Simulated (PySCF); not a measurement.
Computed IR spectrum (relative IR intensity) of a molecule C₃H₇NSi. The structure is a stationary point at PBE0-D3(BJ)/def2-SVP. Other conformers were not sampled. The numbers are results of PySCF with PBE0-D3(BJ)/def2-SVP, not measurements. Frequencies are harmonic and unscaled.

ν (cm⁻¹): 454 (vw), 626 (m), 641 (m), 898 (vs), 913 (w), 931 (m), 945 (m), 951 (w), 1012 (vw), 1142 (w), 1291 (vw), 1423 (vw), 1657 (vw), 2229 (vs), 2264 (m), 3071 (w), 3081 (w), 3134 (vw), 3148 (w) (against the strongest line: vs over 80 %, s over 45 %, m over 15 %, w over 4 %, vw less)

Question: Which structure fits?
(A) C=C/N=C/[SiH3]
(B) [SiH3]C1=NCC1
(C) C=C/C=N/[SiH3]
(D) C1=NCC[SiH2]1

Answer: B, [SiH3]C1=NCC1
